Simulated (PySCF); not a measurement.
Structure elucidation problem

An unknown has the formula C8H9N. Its calculated NMR data are:

¹H NMR (600 MHz, computed): δ 2.06 (m, 1H), 1.87 (m, 1H), 1.29 (m, 1H), 1.28 (m, 1H), 1.18 (d, 3H), 1.13 (m, 1H), 1.13 (m, 1H).

¹³C{¹H} NMR (computed): δ 159.7 (C), 115.9 (C), 91.1 (C), 25.4 (CH), 22.9 (CH3), 17.0 (CH2), 16.4 (CH2), 11.8 (CH).

Isolated molecule, one conformer, no relativistic terms, rapidly exchanging positions averaged. Geometry: PBE0-D3(BJ)/def2-SVP; shieldings: GIAO PBE0/pcSseg-1; PySCF.

Scale: ¹H (σ = 31.27 ppm) and ¹³C (σ = 184.41 ppm) against TMS (reference shieldings calculated alike).

Which of these isomers gave the spectra?
A. C[C@@H]1C(C#N)=C1C1CC1
B. C=C(C)c1ccccn1
C. C=C(C)c1ccncc1
D. c1ccc(N2CC2)cc1

## Answers

A. 

1. Rings plus π bonds: 5 (2 rings in the answer).
2. 8 carbon signals for 8 carbons: no two carbons are equivalent.
3. Carbon types of the structure: 3 × C, 2 × CH, 2 × CH2, 1 × CH3, which accounts for all hydrogens.
4. δC 159.7, 91.1: fully substituted alkene carbon.
5. δC 115.9: nitrile carbon; typical of a nitrile.
6. δC 25.4, 17.0, 16.4, 11.8: three-membered-ring carbon; carbons of three-membered rings are unusually shielded.
7. δC 22.9: methyl carbon; a saturated carbon with 1 carbon neighbour and no heteroatom attached.
8. δH 2.06, 1.87, 1.29, 1.28, 1.13, 1.13: hydrogen on a three-membered-ring carbon.

The others: c1ccc(N2CC2)cc1 would give 5 carbon signals, not 8; C=C(C)c1ccncc1 would give 6 carbon signals, not 8; C=C(C)c1ccccn1 has carbons computed at 161.1, 154.6, 153.5, 140.6, 126.6, 122.5, 119.7, 23.7, with a different DEPT pattern.

Shifts are as computed. Against solution values, carbons near 30 ppm lie about +2 ppm off and those near 130 ppm about +5 ppm. Of 1211 compounds with measured shifts, 218 miss one by over three times the rms of a fit or turn the order of signals round; such compounds aren't used in these exercises. Multiplicities follow the n + 1 count of equivalent neighbours, as no J values were calculated; m marks all less simple cases, F and P coupling included.
